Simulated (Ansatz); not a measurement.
InMe2H (C₂H₇In), relaxed as a singlet with RKS r2SCAN-D4/def2-SVP in Ansatz, starting from the GFN2-xTB geometry. Force threshold 0.02 eV/Å.

In the def2 sets In takes a core potential; there is no spin–orbit coupling.

Start:

Cartesian coordinates in Å:
```
C 1.729 -0.426 0.856
C -1.656 -0.067 -1.078
In -0.109 0.719 0.321
H 2.321 -0.585 -0.046
H 1.436 -1.400 1.249
H 2.338 0.091 1.596
H -2.112 -0.956 -0.642
H -1.170 -0.351 -2.012
H -2.431 0.668 -1.285
H -0.346 2.307 1.040
```

```
step  energy (eV)  largest force component (eV/Å)  SCF passes
   1   -7359.9877                           0.906          24
   2   -7360.0099                           0.289          28
   3   -7360.0367                           0.167          27
   4   -7360.0397                           0.021          28
   5   -7360.0408                           0.036          27
   6   -7360.0411                           0.020          27
```

Force components are those of the run's own axes.

End:

```xyz
10

C     1.655   -0.414    0.814
C    -1.581   -0.069   -1.034
In   -0.114    0.760    0.342
H     2.256   -0.562   -0.098
H     1.362   -1.413    1.177
H     2.285    0.070    1.575
H    -2.051   -0.958   -0.581
H    -1.088   -0.399   -1.963
H    -2.370    0.654   -1.287
H    -0.354    2.332    1.055
```

By distances, no bond broke or formed. The bond that changes most is C1–In3, from 2.23 to 2.18 Å (atoms count from 1).

No frequencies were taken in this run, so the end may be a saddle point.

Run time 19 s (2 threads of Arm Neoverse V1 on a shared host).
